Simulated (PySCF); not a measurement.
# Polarisability and C₆ of O⁺ (oxygen, charge +1)

[He] 2s1 2p3 3s1, high-spin 6S determinant (an excited configuration). Computed with PySCF 2.14 in aug-cc-pVTZ, with the non-relativistic Hamiltonian (point nucleus). Coupled (time-dependent) response in atomic units; α is the mean over directions.

```csv
method,mean α (bohr³),C₆ (like pair),S(−4)
UHF,87.23,564.0,9260
PBE,72.51,431.6,6353
PBE0,77.02,472.3,7143
wB97M-V,60.84,316.1,4967
B3LYP,72.08,427.4,6285
```

S(−4) is the Cauchy moment in α(ω) = α(0) + S(−4) ω² + …

α(iu) at UHF:

```csv
u (hartree),α(iu) (bohr³)
0,87.23
0.0500,68.99
0.100,42.62
0.200,17.35
0.300,9.134
0.500,4.059
0.750,2.253
1.00,1.540
1.50,0.9260
2.00,0.6401
3.00,0.3633
5.00,0.1621
```

A single London oscillator, α(iu) = α/(1 + u²/ω²), gives C₆ = (3/4) ω α². Matching the computed C₆ needs ω = 4 × 564.0 / (3 × 87.23²) = 0.0988 hartree.

For an ion, C₆ is the dispersion term alone; charge-induced terms of lower order in 1/R come first.

The outer electron is Rydberg-like, and this basis confines it to a smaller radius and binds it less than a complete one would.
